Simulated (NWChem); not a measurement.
C6H5F; SMILES c1(F)ccccc1

Program: NWChem. Pople sets run with spherical d functions. Each level has its own optimisation. Computed dipoles belong to the equilibrium geometry; the measured one is vibrationally averaged.

Measured dipole moment: 1.60 D (NIST CCCBDB, as tabulated in the package chemicals).

```json
[
 {"level": "Hartree-Fock/STO-3G", "dipole moment (D)": "0.99", "computed − measured": "-0.61"},
 {"level": "Hartree-Fock/3-21G", "dipole moment (D)": "2.05", "computed − measured": "+0.45"},
 {"level": "Hartree-Fock/6-31G*", "dipole moment (D)": "1.68", "computed − measured": "+0.08"},
 {"level": "B3LYP/6-31G*", "dipole moment (D)": "1.35", "computed − measured": "-0.25"},
 {"level": "LDA (Slater exchange, VWN5)/def2-SVP", "dipole moment (D)": "1.13", "computed − measured": "-0.47"},
 {"level": "PBE/def2-SVP", "dipole moment (D)": "1.19", "computed − measured": "-0.41"},
 {"level": "BLYP/def2-SVP", "dipole moment (D)": "1.24", "computed − measured": "-0.36"},
 {"level": "PBE0/def2-SVP", "dipole moment (D)": "1.35", "computed − measured": "-0.25"}
]
```
